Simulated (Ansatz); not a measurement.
Reaction (cleavage of the Sn–Si bond): `C[Si](C)(C)[Sn]([Cl])([Cl])[Cl]` + H–F → `[F][Sn]([Cl])([Cl])[Cl]` + `C[SiH](C)C`

Gas-phase electronic energies from Ansatz, PBE0-D4/def2-TZVP geometries. CBS: MP2 limit from def2 TZ/QZ plus the TZ coupled-cluster correction, frozen cores. This one scheme is used for every species. Functionals use def2-TZVPP. HSE06 is defined as in plane-wave codes. Elements past krypton have def2 core potentials. For Sn outer-core shells are correlated without core-valence functions, which leaves a few kJ/mol of doubt a bond. Each species was taken in one conformer, which may not be the lowest.

```
        level  ΔE (kJ/mol)
         BLYP          8.5
        HSE06         29.5
 MP2/def2-SVP         13.0
MP2/CBS(def2)         42.8
```

(1) What does CCSD(T)/CBS give? (An estimate is asked.)

Largest T1 diagnostic among the species: 0.012.

Answers

(1) Computed: +31.5 kJ/mol. The listed levels differ from it by -23.0, -2.0, -18.5, 11.3 kJ/mol.

From r2SCAN to r2SCAN0 (25 % exact exchange), in def2-TZVPP and without D4, ΔE moves by +5.1 kJ/mol. In def2-TZVPP, CCSD(T) changes the Hartree–Fock value by +34.1 kJ/mol (the triples alone add +3.3 kJ/mol) and MP2 by +45.4 kJ/mol.

CCSD(T)/CBS has its own doubt, a few kJ/mol and more with outer-core shells, so smaller differences from it don't rank the levels.
